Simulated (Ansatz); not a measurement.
Two isomers of C2H6GaNSi: A = `C#C[SiH](N)[GaH2]`, B = `N=C=[CH][GaH][SiH3]`.

Program: Ansatz. Geometries: PBE0-D4/def2-TZVP. ΔE: electronic, gas phase. CBS: MP2 limit from def2 TZ/QZ plus the TZ coupled-cluster correction, frozen cores. DFT in def2-TZVPP. B3LYP here is the variant with VWN-RPA as its local correlation; programs differ in this. For Ga outer-core shells are correlated without core-valence functions, which leaves a few kJ/mol of doubt a bond. Scalar relativity is left out up to krypton. One conformer a species, not always the lowest.

Question: Which isomer does CCSD(T)/CBS put lower? Give the gap. (An estimate is asked.)

Answer: The calculation gave: A, by 36.5 kJ/mol.

Question: Give E(B) − E(A) in kJ/mol with PBE0-D4, B3LYP-D4, B2PLYP, r2SCAN-D4, CCSD/def2-TZVPP, ωB97M-V, B3LYP. (Estimate.)

Answer: Computed: PBE0-D4 5.4, B3LYP-D4 13.3, B2PLYP 23.3, r2SCAN-D4 1.9, CCSD/def2-TZVPP 35.4, ωB97M-V 27.6, B3LYP 12.1. None reverses the order clearly.

Question: Does the order hold for the free energy at 298.15 K (harmonic terms from PBE0-D4)? (An estimate is asked.)

Answer: The calculation gave: Yes: G(B) − G(A) = +29.9 kJ/mol, for one conformer each. Modes under 60 cm⁻¹, often nearly free rotors, make the harmonic entropy too high.

Largest T1 diagnostic: 0.015.

Leaving LDA and LC-ωPBE aside and taking each functional with its dispersion term where it has one, the values, not all of them listed here, spread over 35.0 kJ/mol, from PBE-D4 to ωB97M-V. LDA lies −4.7 kJ/mol from PBE without D4. From r2SCAN to r2SCAN0 (25 % exact exchange), in def2-TZVPP and without D4, E(B) − E(A) moves by +9.8 kJ/mol.
